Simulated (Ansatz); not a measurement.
C2H7BSi. The species carries charge 0 and has multiplicity 1. The bonds changed during the relaxation, so this is another structure than the one it started from.

Cartesian coordinates in Å:
```
B 0.0796 -0.3864 0.8686
Si -1.2340 0.0418 -0.7002
C 0.2483 0.8725 -0.2109
C 1.3702 -0.0820 -0.0099
H -0.1376 -0.2952 2.0342
H -0.6076 -1.3149 0.3163
H -1.3221 -0.9122 -1.8301
H -2.5454 0.6213 -0.3402
H 0.2720 1.8798 0.1812
H 2.2306 0.3167 0.5180
H 1.6461 -0.7414 -0.8271
```

(1) What are the harmonic wavenumbers in cm⁻¹ at PBE0-D4/def2-TZVP (Ansatz, finite differences of forces, unscaled)? (An estimate is asked.)

(2) Is this a minimum?

(3) Give the ideal-gas thermochemistry at 298.15 K and 1 bar (rigid rotor, harmonic oscillator; point group C1, symmetry number 1).

(4) Rotational constants (cm⁻¹)?

Answers

(1) Computed: 199, 391, 505, 563, 627, 666, 693, 721, 802, 832, 920, 949, 965, 977, 1020, 1041, 1166, 1242, 1289, 1477, 2134, 2245, 2273, 2671, 3126, 3200, 3227.

(2) Yes, all 27 modes are real.

(3) Zero-point energy 214.9 kJ/mol; H(298) − E = 230.6 kJ/mol; entropy 292.6 J/(mol·K), of which translation 161.8, rotation 102.4, vibration 28.4; G(298) − E = 143.4 kJ/mol.

(4) 0.458, 0.1631, 0.1508.
